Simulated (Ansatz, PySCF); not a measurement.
Gas-phase reaction (SMILES): COB(O)O [methoxyboronic acid] + F (HF) -> OB(O)F [fluoroboronic acid] + CO (CH4O); hydrogen fluoride cleaves one B-O bond, a model of a ligand-exchange step.

Structures are relaxed separately at B3LYP-D3(BJ)/def2-TZVP in Ansatz (a program for electronic structure), one conformer each, not searched for the lowest. Cores are frozen in the correlated levels unless marked. No spin-orbit coupling. No relativistic terms. CBS marks a two-point X^-3 extrapolation of the correlation energy; Hartree-Fock from the larger set. Thermal terms are rigid-rotor harmonic-oscillator values from B3LYP-D3(BJ) frequencies (Ansatz or PySCF) at 298.15 K and 1 atm. 1 Eh = 627.5095 kcal/mol.

```csv
species,"E, CCSD(T)/CBS(cc-pVTZ,cc-pVQZ) (Ansatz) (Eh)","E, wB97X-V/def2-TZVPD (Ansatz) (Eh)",H - E (Eh),G - E (Eh)
COB(O)O,-291.51978,-291.82234,0.08381,0.04717
F (HF),-100.39146,-100.45520,0.01259,-0.00713
OB(O)F,-276.30590,-276.55081,0.04166,0.01034
CO (CH4O),-115.60979,-115.73216,0.05533,0.02827
```

**Question.** Work out ΔE and ΔH, ΔG, ΔS and the equilibrium constant at 298.15 K at the first level, then ΔH at the second.

**Answer.** 
1. ΔE = [(-276.30590) + (-115.60979)] - [(-291.51978) + (-100.39146)] = -0.00445 Eh = -2.8 kcal/mol at CCSD(T)/CBS(cc-pVTZ,cc-pVQZ).
2. The terms H - E add up to 0.00059 Eh, so ΔH = (-0.00445 + (0.00059))×627.5095 = -2.4 kcal/mol.
3. The terms G - E add up to -0.00143 Eh, so ΔG = -3.7 kcal/mol, and ΔS = (0.00059 - (-0.00143))×627509.5/298.15 = 4.3 cal/(mol K).
4. log10 K = -ΔG/(RT ln 10) = 2.7, with RT ln 10 = 1.3642 kcal/mol.
5. At wB97X-V/def2-TZVPD the same steps give ΔE = -3.4 and ΔH = -3.0 kcal/mol, a shift of -0.6 from the first level.
6. These values are not checked against measurement here, since the tables used lack a sound gas-phase enthalpy of formation for at least one species.
